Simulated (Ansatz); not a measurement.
Cost and result for the atomization energy of C₆H₉FGeO₆ (23 atoms, 26 bonds).

```xyz
23

C     1.030    2.803    2.780
C     0.850    1.981    1.561
O     0.309    2.400    0.512
O     1.256    0.765    1.528
Ge    0.675    0.530   -0.284
F     2.063    1.155   -1.100
O    -0.594    0.781   -1.693
C    -1.554    0.392   -0.941
C    -2.919    0.207   -1.468
O    -1.232    0.155    0.254
O     1.152   -1.211   -0.356
C     0.482   -2.223   -0.899
C     1.235   -3.512   -0.756
O    -0.591   -2.129   -1.441
H     2.098    2.885    2.994
H     0.598    3.790    2.644
H     0.566    2.294    3.626
H    -3.123    0.922   -2.263
H    -2.944   -0.802   -1.890
H    -3.652    0.277   -0.668
H     2.211   -3.420   -1.238
H     0.669   -4.325   -1.204
H     1.416   -3.715    0.302
```

Total charge 0; spin multiplicity 1. Correlated methods include outer-core shells of Ge, which these sets cover unevenly. Scalar relativity is left out up to krypton. The bonds changed during the relaxation, so this is another structure than the one it started from. The geometry is a stationary point of PBE0-D4/def2-TZVP. It is one conformer, not always the lowest. Program: Ansatz. All runs use 11 threads of an AMD EPYC 7R13 on a shared host and a whole NVIDIA H100 80 GB. Times are those of one run each, without the atoms' runs, and a repeat can differ threefold. Electronic energies, without spin–orbit coupling; frozen cores. CCSD(T)/CBS adds CCSD(T) − MP2 in def2-TZVPP to the MP2 limit, and its time is that of the two runs behind it. T1 = 0.016. With those shells the extrapolation isn't a true limit. HSE06 is the plane-wave form, built on full-range PBE exchange.

CCSD(T)/CBS is a level of theory with its own doubt, some kJ/mol a heavy atom from the limit and from the frozen cores, so smaller differences don't rank the functionals.

| level | functions | wall time |
| --- | --- | --- |
| BHLYP-D4/def2-TZVPP | 577 | 3.8 s |
| CAM-B3LYP-D4/def2-TZVPP | 577 | 3.8 s |
| ωB97M-V/def2-TZVPP (with forces) | 577 | 6 s |
| PBE-D4/def2-TZVPP (with forces) | 577 | 6.5 s |
| HSE06-D4/def2-TZVPP | 577 | 8 s |
| r2SCANh-D4/def2-TZVPP | 577 | 8.5 s |
| CCSD(T)/def2-SVP | 259 | 8.5 s |
| LDA (SPW92)/def2-TZVPP | 577 | 9 s |
| B97M-V/def2-TZVPP | 577 | 9.5 s |
| r2SCAN-D4/def2-TZVPP (with forces) | 577 | 13 s |
| MP2/def2-QZVPP | 1100 | 13 s |
| CCSD(T)/def2-TZVPP | 577 | 110 s |
| CCSD(T)/CBS(def2) | – | 2.1 min |

(1) What atomization energy does each give, and how far from CCSD(T)/CBS? (Best estimate.)

Answers

(1) Ansatz gave: 
```json
{"level": "BHLYP-D4/def2-TZVPP", "atomization (kJ/mol)": "9685.9", "difference from CCSD(T)/CBS": "-501.2", "per bond": "-19.3"}
{"level": "CAM-B3LYP-D4/def2-TZVPP", "atomization (kJ/mol)": "10221.2", "difference from CCSD(T)/CBS": "34.1", "per bond": "1.3"}
{"level": "ωB97M-V/def2-TZVPP (with forces)", "atomization (kJ/mol)": "10218.3", "difference from CCSD(T)/CBS": "31.2", "per bond": "1.2"}
{"level": "PBE-D4/def2-TZVPP (with forces)", "atomization (kJ/mol)": "10562.1", "difference from CCSD(T)/CBS": "375.0", "per bond": "14.4"}
{"level": "HSE06-D4/def2-TZVPP", "atomization (kJ/mol)": "10242.3", "difference from CCSD(T)/CBS": "55.2", "per bond": "2.1"}
{"level": "r2SCANh-D4/def2-TZVPP", "atomization (kJ/mol)": "10161.9", "difference from CCSD(T)/CBS": "-25.2", "per bond": "-1.0"}
{"level": "CCSD(T)/def2-SVP", "atomization (kJ/mol)": "9679.3", "difference from CCSD(T)/CBS": "-507.8", "per bond": "-19.5"}
{"level": "LDA (SPW92)/def2-TZVPP", "atomization (kJ/mol)": "12035.2", "difference from CCSD(T)/CBS": "1848.1", "per bond": "71.1"}
{"level": "B97M-V/def2-TZVPP", "atomization (kJ/mol)": "10225.8", "difference from CCSD(T)/CBS": "38.7", "per bond": "1.5"}
{"level": "r2SCAN-D4/def2-TZVPP (with forces)", "atomization (kJ/mol)": "10277.3", "difference from CCSD(T)/CBS": "90.2", "per bond": "3.5"}
{"level": "MP2/def2-QZVPP", "atomization (kJ/mol)": "10431.0", "difference from CCSD(T)/CBS": "243.9", "per bond": "9.4"}
{"level": "CCSD(T)/def2-TZVPP", "atomization (kJ/mol)": "9929.8", "difference from CCSD(T)/CBS": "-257.3", "per bond": "-9.9"}
{"level": "CCSD(T)/CBS(def2)", "atomization (kJ/mol)": "10187.1", "difference from CCSD(T)/CBS": "0.0", "per bond": "0.0"}
```

From BLYP to BHLYP (50 % exact exchange), in def2-TZVPP and without D4, the atomization energy moves by −468.6 kJ/mol: exact exchange takes away binding that semilocal exchange gives to molecules. Leaving LDA and LC-ωPBE aside and taking each functional with its dispersion term where it has one, the values spread over 876.2 kJ/mol, from BHLYP-D4 to PBE-D4. LDA lies +1541.2 kJ/mol from PBE without D4, its usual overbinding. At CCSD(T), def2-SVP lies −507.9 kJ/mol from the extrapolated value and def2-TZVPP −257.4 kJ/mol: correlation converges slowly with the basis, and small sets miss more of it in the bonded molecule than in its fragments.
